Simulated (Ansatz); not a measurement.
CH$_{2}$ClFOSi, SMILES `F[Si]1(Cl)CO1`, 7 atoms. Charge 0, multiplicity 1. All runs use 2 threads of an Intel Xeon Platinum 8488C on a shared host. Correlated methods freeze the cores.

(1) How many basis functions does each run have, and how long does it take in Ansatz? RKS B2PLYP (frozen core)/def2-TZVPP energy; RKS HSE06 (plane-wave form)-D4/def2-TZVPP energy; RKS PBE0-D4/def2-TZVP frequencies; RKS ωB97M-V/def2-QZVPP energy; RKS ωB97M-V/def2-SVP energy; RHF-CCSD(T)/def2-TZVPP energy; RKS PBE0-D4/def2-TZVP relaxation (8 steps); direct RPA on PBE orbitals/def2-TZVPP energy; RKS revPBE-D4/def2-TZVPP energy; RHF-CCSD(T)/def2-SVP energy; RKS ωB97M-V/def2-TZVPP energy and forces; RKS PBE0-D4/def2-QZVPP energy. (Estimate.)

Answers

(1) Computed: Other jobs shared the machine, so times are rough.

```json
{"level": "RKS revPBE-D4/def2-TZVPP", "job": "energy", "functions": "205", "wall time": "1.8 s", "peak host memory (GiB)": "0.26"}
{"level": "RHF-CCSD(T)/def2-SVP", "job": "energy", "functions": "88", "wall time": "2.6 s", "peak host memory (GiB)": "0.3"}
{"level": "RKS HSE06 (plane-wave form)-D4/def2-TZVPP", "job": "energy", "functions": "205", "wall time": "2.8 s", "peak host memory (GiB)": "0.5"}
{"level": "RKS ωB97M-V/def2-SVP", "job": "energy", "functions": "88", "wall time": "3.3 s", "peak host memory (GiB)": "0.26"}
{"level": "direct RPA on PBE orbitals/def2-TZVPP", "job": "energy", "functions": "205", "wall time": "3.9 s", "peak host memory (GiB)": "0.41"}
{"level": "RKS B2PLYP (frozen core)/def2-TZVPP", "job": "energy", "functions": "205", "wall time": "4.5 s", "peak host memory (GiB)": "0.48"}
{"level": "RKS PBE0-D4/def2-QZVPP", "job": "energy", "functions": "371", "wall time": "7 s", "peak host memory (GiB)": "1.2"}
{"level": "RKS ωB97M-V/def2-TZVPP", "job": "energy and forces", "functions": "205", "wall time": "8.5 s", "peak host memory (GiB)": "0.66"}
{"level": "RKS ωB97M-V/def2-QZVPP", "job": "energy", "functions": "371", "wall time": "15 s", "peak host memory (GiB)": "1.2"}
{"level": "RKS PBE0-D4/def2-TZVP", "job": "relaxation (8 steps)", "functions": "179", "wall time": "28 s", "peak host memory (GiB)": "0.44"}
{"level": "RHF-CCSD(T)/def2-TZVPP", "job": "energy", "functions": "205", "wall time": "62 s", "peak host memory (GiB)": "2.7"}
{"level": "RKS PBE0-D4/def2-TZVP", "job": "frequencies", "functions": "179", "wall time": "93 s", "peak host memory (GiB)": "0.44"}
```
